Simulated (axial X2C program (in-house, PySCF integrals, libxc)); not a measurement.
Nuclear properties of AsF⁻

Computed with an in-house all-electron X2C program for linear molecules (integrals from PySCF): two-component X2C with atomic mean-field Coulomb and Gaunt terms, Gaussian nuclei, basis As dyall-acv3z, F dyall-av3z with contracted cores.

R = 1.840 Å (near the PBE0 minimum at charge -1 of the determinant lowest at the starting distance; the state shown can have its own minimum elsewhere).

Determinant lowest in the PBE0 search, Ω = 3/2 (⟨Sz⟩ = 0.50, ⟨Lz⟩ = 1.00 at PBE0), spin on the atoms As 0.50, F 0.00:

| level | Eeff magnitude (GV/cm) | Ws magnitude As (kHz) | A∥/gI As (MHz) | qzz As (a.u.) | A∥/gI F (MHz) | qzz F (a.u.) |
| --- | --- | --- | --- | --- | --- | --- |
| PBE0 | 0.25 | 0.0746 | 240 | 5.23 | 27 | 1.79 |
| HF | 0.889 | 0.255 | 242 | 5.56 | 25.1 | 1.71 |
| r2SCAN | 0.309 | 0.0922 | 267 | 5.23 | 31.4 | 1.83 |
| B3LYP | 0.179 | 0.0543 | 256 | 5.32 | 27.6 | 1.77 |
| LDA | 0.0866 | 0.0274 | 266 | 5.17 | 28.4 | 1.77 |

Determinant 0.14 eV from it at PBE0 and this distance, Ω = 1/2 (⟨Sz⟩ = -0.50, ⟨Lz⟩ = 1.00 at PBE0), spin on the atoms As -0.50, F 0.00:

| level | Eeff magnitude (GV/cm) | Ws magnitude As (kHz) | A∥/gI As (MHz) | qzz As (a.u.) | A∥/gI F (MHz) | qzz F (a.u.) |
| --- | --- | --- | --- | --- | --- | --- |
| PBE0 | 0.016 | 0.0283 | 1680 | 5.09 | 110 | 1.80 |
| HF | 0.364 | 0.324 | 1470 | 5.43 | 55.4 | 1.72 |
| r2SCAN | 0.14 | 0.136 | 1510 | 5.08 | 107 | 1.84 |
| B3LYP | 0.05 | 0.0279 | 1650 | 5.17 | 114 | 1.77 |
| LDA | 0.138 | 0.104 | 1670 | 5.03 | 145 | 1.77 |

Eeff is the effective electric field on the electron electric dipole moment in this Ω state and Ws the scalar–pseudoscalar constant of the nucleus named (defined with the proton number Z and per Ω); A∥ (defined per Ω) follows by multiplying with gI = μI/(I μN); qzz is the electric field gradient, eQq0 = 234.96 MHz × Q/barn × qzz. The operators were transformed with the bare-nucleus X2C matrices; with these basis sets, hyperfine constants and field gradients can be off by tens of per cent, and where levels differ in sign neither size nor sign is settled.

(1) With gI(75As) = 0.9597, Q(75As) = 0.311 barn, gI(19F) = 5.2577 (g factors from the IAEA table of nuclear moments by Stone; Q from Pyykkö, Mol. Phys. 2018), turn the PBE0 values of the first state into constants in MHz.

Each state is one determinant with collinear spin. Unrestricted Hartree–Fock can overshoot spin polarisation at the nuclei. In the state Ω = 1/2 the sign of Eeff differs between levels (B3LYP, LDA against PBE0). For an anion, determinants above electron detachment, or with a positive highest level, are held by the basis set. Where Eeff spreads by more than a factor of two the levels disagree and none is to be relied on. The search compared states at one distance, so a state with another bond length can lie lower. The sign of Ws at As differs between levels in the second state. Further determinants of the search, some of them spin-mixed, are not shown. PBE0 term energies can be off by some tenths of an eV.

## Answers

(1) A∥(75As) = 240 × 0.9597 = 230 MHz; eQq0(75As) = 234.96 × (0.311) × (5.23) = 382 MHz; A∥(19F) = 27 × 5.2577 = 142 MHz.
